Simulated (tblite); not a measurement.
Species: C8H12P (charge -1).
Bonds: C1–C2, C2–C3, C3–P4 (aromatic), P4–C5 (aromatic), C5–C6 (aromatic), C6–C7, C6–C8 (aromatic), C8–C9, C3–C8 (aromatic). Hydrogens: H10, H11, H12 on C1; H13, H14 on C2; H15 on C5; H16, H17, H18 on C7; H19, H20, H21 on C9.
Bond orders are those of one Lewis drawing.

Computed with GFN2-xTB (tblite), gas phase: L-BFGS steps from a force-field or distance-geometry start until the largest atomic force falls under 0.01 eV/Å.

Geometry at step 7:
```
atom  x, y, z in Å
C1      2.8719    0.1335   -0.4163
C2      1.9917    0.6475    0.7391
C3      0.6858   -0.0887    0.8694
P4      0.4012   -1.3842    2.0420
C5     -1.2210   -1.5700    1.4124
C6     -1.5012   -0.7161    0.3746
C7     -2.8022   -0.6371   -0.3605
C8     -0.4175    0.1288    0.0649
C9     -0.5454    1.1409   -1.0278
H10     3.9291    0.1265   -0.1464
H11     2.5924   -0.8830   -0.6809
H12     2.7716    0.7557   -1.3062
H13     1.8196    1.7199    0.5857
H14     2.5433    0.5365    1.6755
H15    -1.9400   -2.2802    1.8011
H16    -3.4792   -1.4327   -0.0531
H17    -2.6493   -0.7112   -1.4415
H18    -3.2976    0.3206   -0.1761
H19     0.4242    1.4896   -1.3703
H20    -1.0618    0.7086   -1.8875
H21    -1.1246    2.0120   -0.6986
```

**Question.** Give the atomic forces at this geometry.

**Answer.** 
```tsv
atom	Fx (eV/Å)	Fy (eV/Å)	Fz (eV/Å)
C1	0.068	-0.034	-0.050
C2	0.087	-0.055	0.013
C3	0.027	-0.064	-0.023
P4	-0.113	0.220	-0.216
C5	0.030	-0.110	0.113
C6	0.097	0.153	-0.037
C7	-0.135	-0.009	-0.007
C8	-0.116	-0.116	-0.001
C9	0.107	0.176	-0.130
H10	0.002	0.049	0.056
H11	-0.044	-0.033	0.043
H12	-0.098	-0.037	-0.010
H13	-0.073	0.001	0.090
H14	0.004	-0.040	0.036
H15	0.100	-0.078	0.073
H16	-0.012	-0.057	0.031
H17	-0.029	-0.094	0.011
H18	-0.038	0.031	0.032
H19	0.115	0.080	0.006
H20	0.013	0.034	-0.019
H21	0.011	-0.017	-0.010
```

The largest, 0.33 eV/Å, acts on P4; the rms over all components is 0.079 eV/Å. The forces sum to zero within rounding, as they must for an isolated molecule in no field.

**Question.** Give the force on P4 in Eh/bohr and in nN.

**Answer.** 0.328 eV/Å ÷ 51.422 = 0.00639 Eh/bohr, and 0.328 eV/Å × 1.602 = 0.53 nN.

**Question.** How far is this geometry from the end of the optimisation?

**Answer.** 0.118 eV above it, and 0.298 Å rms away after alignment. The bonds farthest from their final lengths, with half the difference of the two atoms' forces along the bond (positive lengthens):

```csv
bond,now (Å),final (Å),force along bond (eV/Å)
C3–P4,1.770,1.759,-0.16
C1–C2,1.541,1.531,+0.01
P4–C5,1.750,1.742,-0.11
C8–C9,1.495,1.502,+0.14
C5–C6,1.373,1.378,+0.13
C6–C7,1.496,1.501,+0.09
```

The angle farthest from its final value is C6–C8–C9, 120.1° against 122.1°.

Of the 2 listed bonds off by 0.010 Å or more, this force points towards the final length in 1.
